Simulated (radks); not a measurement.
Q: The antimony ion Sb4+, [Kr] 4d10 5s1. Calculated with a radial shooting solver on a logarithmic mesh with Libxc functionals: non-relativistic Kohn-Sham, exchange-only PBE, spin-polarised, spherical densities, point nucleus. Every spin shell is full or empty, so the densities are truly spherical. Functionals are evaluated on that one density, not self-consistently. Rank these exchange functionals by their error against the exact value of the orbitals, and give that value: LDA, PBEsol, revPBE, RPBE, PW86, OPTX, AM05, SOGGA, B86b, G96, EV93, APBE, MS2, MVS.

A: Exact: -162.645 hartree. From best to worst, with 100 (|E| - |E exact|)/|E exact| (equal figures are ties): B86b -0.03, MVS +0.07, PW86 -0.23, RPBE -0.25, APBE +0.28, EV93 -0.30, revPBE -0.31, G96 +0.33, MS2 -0.61, OPTX +1.25, PBEsol -2.28, SOGGA -2.29, AM05 -4.52, LDA -4.86.
